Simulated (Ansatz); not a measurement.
Consider the ligand exchange at a Ge–C bond: `B[CH2][GeH3]` + `[NH2][GeH3]` → `[GeH3][NH][GeH3]` + `BC`.

Gas-phase electronic energies from Ansatz, PBE0-D4/def2-TZVP geometries. CCSD(T)/CBS is the MP2 limit (def2-TZVPP, def2-QZVPP) plus CCSD(T) − MP2 in def2-TZVPP, frozen cores. This one scheme is used for every species. Functionals use def2-TZVPP. B3LYP here is the variant with VWN-RPA as its local correlation; programs differ in this. For Ge outer-core shells are correlated without core-valence functions, which leaves a few kJ/mol of doubt a bond. Scalar relativity is left out up to krypton.

```json
{"species": "`B[CH2][GeH3]`", "B3LYP energy (Eh)": "-2144.22745"}
{"species": "`[NH2][GeH3]`", "B3LYP energy (Eh)": "-2134.83907"}
{"species": "`[GeH3][NH][GeH3]`", "B3LYP energy (Eh)": "-4213.09132"}
{"species": "`BC`", "B3LYP energy (Eh)": "-65.97601"}
```

(1) Work out ΔE.

Largest T1 diagnostic among the species: 0.011.

## Answers

(1) ΔE = (-4213.09132) + (-65.97601) − (-2144.22745) − (-2134.83907) = -0.00081 Eh = -0.02 eV. CCSD(T)/CBS gives -0.01 eV.

From PBE to PBE0 (25 % exact exchange), in def2-TZVPP and without D4, ΔE moves by −0.03 eV. At CCSD(T), def2-SVP lies −0.12 eV from the extrapolated value and def2-TZVPP −0.02 eV. Leaving LDA and LC-ωPBE aside and taking each functional with its dispersion term where it has one, the values, not all of them listed here, spread over 0.15 eV, from BHLYP-D4 to PBE-D4.
